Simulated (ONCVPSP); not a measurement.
## Potentials for Mo (Z = 42) compared

Generated with ld1.x 7.5 (TM, RRKJ, ultrasoft, PAW), atompaw 4.2 or ONCVPSP 4.0.1. The cutoff is in Ry: for ld1.x and atompaw files where the sum of valence levels is converged to 10 mRy in a Bessel basis, for ONCV files where the hardest occupied wave has 1 mHa per electron of residual kinetic energy. The error is the largest all-electron minus pseudo excitation energy over each file’s own four to seven test configurations (ionisations up to +4, promotions, holes and added fractions of an electron), all of which were solved. The labels leave out finer settings (local radius, basis sizes, second energies), which also bear on the numbers. Spin-polarised tests are not counted. The rows are a selection from randomly drawn settings: files with unsolved tests, undetermined cutoffs or missed reference levels are left out.

A true bound ghost makes a file unfit for plane-wave use even where its test errors are small: the radial tests pick states by their node count and pass the ghost by.

| potential | cutoff (Ry) | largest error (meV) | bound ghosts |
| --- | --- | --- | --- |
| ONCV, PBE, fully relativistic, rc 1.70/1.75/2.00 (spd), local smoothed, core correction yes, reference 4s2 4p6 4d4 5s2, qcut 7.1/9.4/8.9, projectors 2/2/3 | 44 | -36 | none |
| ONCV, PBEsol, scalar-relativistic, rc 2.15/1.85/1.80 (spd), local smoothed, core correction no, reference 4s2 4p6 4d4 5s2, qcut 5.8/8.1/5.6, projectors 3/2/2 | 36 | -482 | none |
| ONCV, PBE, scalar-relativistic, rc 1.85/1.60/2.60 (spd), local smoothed, core correction no, reference 4s2 4p6 4d5 5s1, qcut 8.5/10.2/4.9, projectors 2/1/2 | 68 | +113 | none |

Task: Fill in the row for Mo: ONCV, PBE, fully relativistic, rc 2.00/1.30/2.10 (spd), local smoothed, core correction yes, reference 4s2 4p6 4d5 5s1, qcut 5.4/5.3/7.9, projectors 3/3/2.

Result: cutoff 186 Ry, largest error +6.4 meV, bound ghosts: p3/2, p1/2.

Task: Fill in the row for Mo: ONCV, PBE, scalar-relativistic, rc 2.10/1.35/2.40 (spd), local smoothed, core correction yes, reference 4s2 4p6 4d4 5s2, qcut 7.2/7.1/5.3, projectors 2/3/2.

Result: cutoff 51 Ry, largest error +20 meV, bound ghosts: s.

Task: Fill in the row for Mo: ONCV, PBE, scalar-relativistic, rc 2.05/1.25/1.45 (spd), local smoothed, core correction no, reference 4s2 4p6 4d4 5s2, qcut 5.2/5.9/7.6, projectors 2/3/1.

Result: cutoff 196 Ry, largest error -12 meV, bound ghosts: none.
